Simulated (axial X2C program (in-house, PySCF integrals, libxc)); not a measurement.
## Spin–orbit effects down a group: molecules with Pd (ions), PBE0

All values come from calculations with an axial X2C code built on PySCF integrals, spin-free (one-electron X2C) or two-component (2c: spin–orbit coupling with atomic mean-field Coulomb and Gaunt terms, which also bring small scalar terms), in Dyall basis sets with cores contracted in-house; open shells are unrestricted.

Basis sets: H dyall-av3z, Li dyall-av3z, Na dyall-av3z, Pd dyall-acv3z.

| molecule | spin-free state | Re (Å) | ωe (cm⁻¹) | De (eV) | 2c state | Re 2c (Å) | ωe 2c (cm⁻¹) | De 2c (eV) |
| --- | --- | --- | --- | --- | --- | --- | --- | --- |
| PdH⁻ | M_S = 0, Λ = 0 | 1.540 | 1914.9 | 2.92 | Ω = 0 | 1.539 | 1913.1 | 2.93 |
| LiPd⁻ | M_S = 0, Λ = 0 | 2.233 | 386.9 | 1.71 | Ω = 0 | 2.231 | 387.1 | 1.71 |
| NaPd⁻ | M_S = 0, Λ = 0 | 2.618 | 191.0 | 1.33 | Ω = 0 | 2.617 | 190.9 | 1.34 |

**Question.** Work out the shifts from the spin-free to the two-component result.

**Answer.** 

```csv
molecule,2c state,ΔRe (Å),Δωe (cm⁻¹),ΔDe (eV)
PdH⁻,Ω = 0,-0.001,-1.8,0.01
LiPd⁻,Ω = 0,-0.002,0.2,0.00
NaPd⁻,Ω = 0,-0.001,-0.1,0.01
```

Shifts of one unit in the last digit are rounding.

Fragments in 2c: Pd + H-, Pd- + Li, Pd- + Na. Each entry is the lowest single determinant of a limited PBE0 search at one distance. De goes to single-determinant-based atoms at the same level (for ions the charge split of lowest energy) and is withheld (n/a) where an atom does not fit its ground term or J level. Main or longest-lived isotopes. One determinant is a doubtful description, or other states lie close, for LiPd⁻, NaPd⁻; these need not be ground states, and all values refer to the states named. The functionals have no current term, which raises determinants with orbital currents.
